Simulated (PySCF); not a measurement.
**Fine-structure interval along the 5-electron series**

Calculated with PySCF 2.14 and a two-component X2C-1e Hamiltonian (Gaussian nucleus, no Breit or QED terms), each ion in its own even-tempered basis scaled to its charge; GMP2 freezes nothing and drops the highest virtual spinors. Values in cm⁻¹.

| ion | configuration | GHF (screened spin-orbit) | GMP2 (screened spin-orbit) | GHF (bare spin-orbit) |
| --- | --- | --- | --- | --- |
| Gd⁵⁹⁺ | [He] 2s2 2p1 | 6206500 | 6191700 | 6423000 |
| Tb⁶⁰⁺ | [He] 2s2 2p1 | 6649000 | 6633800 | 6878000 |
| Dy⁶¹⁺ | [He] 2s2 2p1 | 7116700 | 7101000 | 7358700 |

Between Z = 64 and Z = 66 the GHF (bare spin-orbit) value grows as Z to the power 4.42.
